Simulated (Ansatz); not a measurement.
CH₇ClSi₂ (`C[SiH2][SiH2]Cl`). The species carries charge 0 and has multiplicity 1.

Z-matrix (Å, degrees):
```
C
Si 1 1.873
H 1 1.092 2 110.9
H 1 1.092 2 110.3 3 -119.8
H 1 1.092 2 110.7 3 120.2
Si 2 2.339 1 110.3 3 62.3
H 2 1.491 1 111.2 3 -57.9
H 2 1.489 1 110.9 3 -178.1
Cl 6 2.071 2 107.9 1 53.6
H 6 1.485 2 113.2 1 172.5
H 6 1.487 2 112.4 1 -64.1
```

(1) Give the diagnostics of a CCSD(T)/def2-TZVPP run (frozen core, the Gaussian-basis code of Ansatz). (Estimate.)

Answers

(1) The calculation gave: T1 = 0.0105, largest single amplitude 0.011, largest double 0.018, (T) share of the correlation energy 3.7 %, 8 CCSD cycles. The RHF solution is stable towards an unrestricted one. T1 lies under the customary mark of 0.02 for closed shells.
